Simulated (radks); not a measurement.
The fluorine anion F-, [Ne], held by a Watson sphere: a shell of charge +1 at radius R that stands for the Madelung well of a crystal (potential energy -1/R inside, -1/r outside, in hartree with lengths in bohr). Calculated with a radial shooting solver on a logarithmic mesh with Libxc functionals: non-relativistic Kohn-Sham, LDA (Slater exchange, Perdew-Wang correlation), spin-unpolarised, spherical densities, point nucleus. Response by self-consistent Sternheimer equations with the Hartree and adiabatic LDA kernel. The sphere does not respond.

| R (bohr) | e(1s) (eV) | e(2s) (eV) | e(2p) (eV) | <r> 2p (bohr) | sum of <r^2> (bohr^2) | X-ray form factor at sin(theta)/lambda = 0.3 1/angstrom | alpha (bohr^3) |
|---|---|---|---|---|---|---|---|
| 2.11 | -653.39 | -26.858 | -8.959 | 1.228 | 15.22 | 5.082 | 8.254 |
| 2.12 | -653.37 | -26.827 | -8.931 | 1.229 | 15.24 | 5.081 | 8.297 |
| 2.47 | -652.75 | -25.833 | -8.004 | 1.251 | 15.88 | 5.058 | 9.864 |
| 2.48 | -652.74 | -25.808 | -7.979 | 1.252 | 15.90 | 5.057 | 9.910 |
| 2.49 | -652.72 | -25.782 | -7.955 | 1.253 | 15.91 | 5.057 | 9.955 |
| 3.02 | -651.79 | -24.576 | -6.786 | 1.277 | 16.67 | 5.043 | 12.42 |
| 3.5 | -651.04 | -23.707 | -5.925 | 1.292 | 17.20 | 5.039 | 14.65 |
